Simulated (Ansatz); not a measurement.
Results of the Gaussian-basis code of Ansatz.

C2H6ClGaO2 (`C[O][Ga]([Cl])[O]C`) at its PBE0-D4/def2-TZVP geometry, where that method's forces vanish. Charge 0, multiplicity 1.

```tsv
atom	x (Å)	y (Å)	z (Å)
C1	-0.1034	-1.7886	-0.5555
O2	-0.0208	-0.8195	-1.5739
Ga3	0.0944	0.9262	-1.3134
Cl4	0.2177	2.1417	-3.0371
O5	0.1170	1.7529	0.2501
C6	0.0352	1.1191	1.5049
H7	-0.8903	-1.5708	0.1756
H8	-0.3374	-2.7489	-1.0227
H9	0.8445	-1.8989	-0.0163
H10	-0.9679	0.7222	1.6990
H11	0.2559	1.8643	2.2737
H12	0.7552	0.3002	1.6154
```

(1) For each bond, give half the difference of the two atoms' forces along it (eV/Å; positive pushes the atoms apart) under PBE-D4, r2SCAN-D4, B3LYP-D4, ωB97M-V in def2-TZVPP. (An estimate is asked.)

## Answers

(1) The calculation gave: 
```csv
bond,length (Å),PBE-D4,r2SCAN-D4,B3LYP-D4,ωB97M-V
C1–O2,1.408,0.25,0.33,0.27,0.29
C1–H7,1.096,0.05,-0.07,-0.09,-0.10
C1–H8,1.093,0.11,-0.05,-0.11,-0.12
C1–H9,1.096,0.06,-0.07,-0.09,-0.11
O2–Ga3,1.769,0.18,-0.05,0.04,-0.06
Ga3–Cl4,2.113,0.06,-0.03,0.10,-0.01
Ga3–O5,1.769,0.18,-0.05,0.04,-0.06
O5–C6,1.408,0.25,0.33,0.27,0.29
C6–H10,1.096,0.06,-0.07,-0.09,-0.11
C6–H11,1.093,0.11,-0.05,-0.11,-0.12
C6–H12,1.096,0.05,-0.07,-0.09,-0.10
```

B3LYP here is the variant with VWN-RPA as its local correlation; programs differ in this.
